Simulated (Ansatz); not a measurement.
Harmonic frequencies (cm⁻¹) at PBE0-D4/def2-TZVP from Ansatz: 65, 65, 96, 211, 272, 272, 659, 659, 2164.

**Question.** Which molecule is it?
A. `C[CH2][Ge]([F])([F])[F]`
B. `[OH][Ge]([F])([Cl])[Cl]`
C. `[OH][Ge]([OH])([OH])[OH]`
D. `[I][GeH]([I])[I]`

**Answer.** D.
